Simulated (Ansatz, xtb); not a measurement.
Pulling on the Si1–F2 bond in FISi (SMILES F[Si]I) (multiplicity 1 held, fragments rigid). Energies count from the point at 1.610 Å.
Geometry at that point (charge 0, multiplicity 1):
```xyz
3

Si     0.7254     1.0195     1.1889
F      1.1609     2.1637     0.1435
I     -0.3888    -0.6367    -0.3384
```

R- and RO- levels are restricted; in cc, def2 and unpolarised 6-31G sets they are followed outwards from rest. Unrestricted levels (U-) break spin symmetry where that is lower. Left out are points that failed, MP2 points that dive below the minimum, coupled-cluster points behind a jump of the amplitudes or a sharp parting from full CI or MRCI, small-basis points behind a change of solution, and semi-empirical points at long bonds. Curves can end on different states.

Cores are frozen in the correlated methods. Filled d and f shells under p-block atoms count as core.

Programs: Ansatz (a program for electronic structure); xtb for the GFN methods. Each number belongs to the level named beside it. In def2 rows elements past Kr take small-core potentials, without spin–orbit coupling. The GFN methods have no spin term and hold the electronic entropy of 300 K.

Energies in eV.

| R (Å) | GFN2-xTB | R-SCS-MP2/def2-SVP | U-SCS-MP2/def2-SVP | R-CCSDT/def2-SVP |
|---|---|---|---|---|
| 1.288 | 4.05 | 3.77 | 3.77 | 3.79 |
| 1.449 | 0.59 | 0.75 | 0.75 | 0.76 |
| 1.610 | 0.00 | 0.00 | 0.00 | 0.00 |
| 1.771 | 0.19 | 0.25 | 0.25 | 0.23 |
| 1.932 | 0.59 | 0.89 | 0.89 | 0.86 |
| 2.173 | 1.24 | 2.05 | 2.05 | 1.98 |
| 2.415 | 1.90 | 3.14 | 3.14 | 3.02 |
| 2.817 | 2.84 | 4.57 | 5.37 | 4.33 |
| 3.220 | 3.45 | 5.62 | 5.68 | 5.13 |
| 3.703 | left out | 6.51 | 5.79 | 5.55 |
| 4.347 | left out | 7.19 | 5.81 | 5.69 |
| 5.152 | 4.14 | left out | 5.82 | left out |

Doubts at one or more of the structures used: a restricted determinant that unrestricted orbitals would lower (R-SCS-MP2/def2-SVP, R-CCSDT/def2-SVP); a spin-contaminated determinant (U-SCS-MP2/def2-SVP); T1 above 0.05 (R-CCSDT/def2-SVP); other coupled-cluster roots lie near (R-CCSDT/def2-SVP).
